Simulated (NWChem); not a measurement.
CH6AlAs; SMILES [CH3][AlH][AsH2]

```xyz
9

Al    -0.6042    -1.1642     0.0098
As     0.0861     1.1743     0.0474
H     -0.9664     1.5540    -0.9884
H      1.1679     0.9346    -1.0009
H     -2.1662    -1.4789     0.0874
C      0.6926    -2.6299     0.0223
H      0.5246    -3.2980    -0.8404
H      0.5581    -3.2531     0.9237
H      1.7415    -2.2978    -0.0076
```
Atoms are numbered in this order, from 1.

Computed with NWChem. Pople sets run with spherical d functions. The geometry was optimised at PBE0/def2-SVP. Ions are spin-unrestricted doublets at the neutral geometry; other ion states weren't tried. Functional: LC-ωPBE (HJS hole) with 6-31G*; the question gives the range parameter ω in 1/bohr.

### Question
Estimate the computed values for range parameter (1/bohr) 0.35. Quantities: vertical ionisation energy, ΔSCF (eV); −ε(HOMO) (eV).

### Answer
```json
{
  "vertical ionisation energy, ΔSCF (eV)": "9.01",
  "−ε(HOMO) (eV)": "9.16"
}
```
